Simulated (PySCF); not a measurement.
Rh²¹⁺: ionisation energy

Rh²¹⁺ [Ar] 3d6 (5D) → Rh²²⁺ [Ar] 3d5 (6S), as a difference of total energies. All numbers are calculated (PySCF 2.14, the spin-free X2C one-electron Hamiltonian (Gaussian nucleus), in an uncontracted even-tempered set (19 s from 2.2 bohr⁻², ratio 2.5; 12 p from 2.9 bohr⁻², ratio 2.5; 8 d from 2.9 bohr⁻², ratio 2.5; 4 f from 13 bohr⁻², ratio 2.7; 3 g from 19 bohr⁻², ratio 2.7)). Correlated levels: outer shells: [Ne] frozen; virtual orbitals above 40 to 60 times the deepest correlated orbital energy dropped. The calculations carry no spin-orbit coupling.

```csv
method,ionisation energy (eV)
UHF,981.38
LDA,983.93
PBE,984.25
PBE0,984.05
r2SCAN,984.17
M06-L,983.58
B2PLYP,983.60
MP2 (outer shells),982.75
SCS-MP2 (outer shells),982.93
```

Q: How much does correlation contribute at MP2 (outer shells)?

A: 982.75 − (981.38) = 1.37 eV, measured against UHF.

A first-order spin-orbit estimate (lowest level to lowest level, LS coupling) adds 2.225 eV.

Breit and QED terms and the two-electron picture change are absent.

For comparison: 984 ± 4 eV (theoretical estimate listed by NIST; NIST Atomic Spectra Database, ionization energies).
